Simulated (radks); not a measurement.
Results of a calculation; reference values are marked as such.
Task: Coherent X-ray form factor from a spherical all-electron density. Level of theory: non-relativistic Kohn-Sham, PBEsol, spin-polarised, spherical densities, point nucleus (a radial shooting solver on a logarithmic mesh with Libxc functionals).

sin(theta)/lambda (1/angstrom),f0 (electrons)
0.05,68.436
0.1,66.822
0.15,64.365
0.2,61.340
0.25,58.024
0.3,54.641
0.4,48.241
0.5,42.687
0.6,37.953
0.8,30.298
1,24.540
1.25,19.667
1.5,16.695
2,13.125

The species is in the configuration that NIST lists as its ground one. Which atom or ion scatters so?

Result: The tantalum ion Ta4+, [Xe] 4f14 5d1. Extrapolating in s^2 from the first two rows gives f0(0) = 69.0, near the electron count 69; among species with that count, the fall with angle is slower the higher Z, and the table is that of Z = 73; from so few rows the species is fixed only to a neighbour or two.
